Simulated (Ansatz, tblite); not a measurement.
Removing and adding an electron: MoNF3. Charge 0, multiplicity 1. Geometry: PBE-D4/def2-SVP. Ansatz, gas phase; energy differences of separate SCF runs; the oxidised species was run as a doublet alone; the reduced species was run as a doublet alone.

```xyz
5

Mo    0.015    0.009    0.040
N    -0.531   -0.321   -1.472
F    -1.119    1.330    0.675
F     1.761    0.579   -0.200
F    -0.126   -1.596    0.956
```

In the def2 sets Mo takes a core potential; there is no spin–orbit coupling. The xTB rows come from tblite.

| level | −HOMO (eV) | vertical IE (eV) | −LUMO (eV) | vertical EA (eV) | HOMO–LUMO gap (eV) | IE − EA (eV) | remarks |
| --- | --- | --- | --- | --- | --- | --- | --- |
| GFN1-xTB | 12.42 | 16.15 | 9.25 | 5.92 | 3.17 | 10.24 | – |
| GFN2-xTB | 11.22 | 15.81 | 10.11 | 6.45 | 1.12 | 9.37 | – |
| r2SCAN-D4/def2-TZVPD | 8.69 | – | 4.17 | 0.90 | 4.52 | – | HOMO above zero (-1 doublet), restricted SCF unstable in HF (singlet) |
| PBE0-D4/def2-TZVP | 10.01 | 12.33 | 3.40 | – | 6.61 | – | restricted SCF unstable in HF (singlet) |

Question: Estimate the rows for PBE-D4/def2-TZVP, PBE-D4/def2-TZVPD, r2SCAN-D4/def2-TZVP, PBE0-D4/def2-TZVPD.

Answer: 
| level | −HOMO (eV) | vertical IE (eV) | −LUMO (eV) | vertical EA (eV) | HOMO–LUMO gap (eV) | IE − EA (eV) | remarks |
| --- | --- | --- | --- | --- | --- | --- | --- |
| PBE-D4/def2-TZVP | 8.31 | 11.95 | 4.20 | – | 4.11 | – | – |
| PBE-D4/def2-TZVPD | 8.31 | – | 4.21 | 0.76 | 4.11 | – | HOMO above zero (-1 doublet), restricted SCF unstable in HF (singlet) |
| r2SCAN-D4/def2-TZVP | 8.72 | 12.06 | 4.20 | – | 4.52 | – | restricted SCF unstable in HF (singlet) |
| PBE0-D4/def2-TZVPD | 9.99 | – | 3.38 | 1.20 | 6.61 | – | HOMO above zero (-1 doublet), restricted SCF unstable in HF (singlet) |

Relaxing the oxidised species (PBE-D4/def2-SVP) changes its energy by -0.39 eV at PBE-D4/def2-TZVP, so the adiabatic ionisation energy to this nearest minimum is 11.56 eV. At PBE0-D4/def2-TZVP it is 11.89 eV.  Relaxing the reduced species (PBE-D4/def2-SVPD) changes its energy by -0.93 eV at PBE-D4/def2-TZVPD, so the adiabatic electron affinity to this nearest minimum is 1.69 eV. At PBE0-D4/def2-TZVPD it is 1.97 eV. The highest occupied level of the relaxed charge -1 doublet lies above zero (up to 0.84 eV). By energy differences its removal costs 1.69 eV (each at its own geometry, to the charge 0 singlet, at PBE-D4/def2-TZVPD); the vertical value is larger still, so the positive level points to self-interaction error.     A HOMO above zero means that the electron is unbound at that level or that self-interaction error raises the level; the energy of removing that electron tells which. Raw xTB energy differences between charge states are shifted by several eV; the methods need an empirical correction for them.
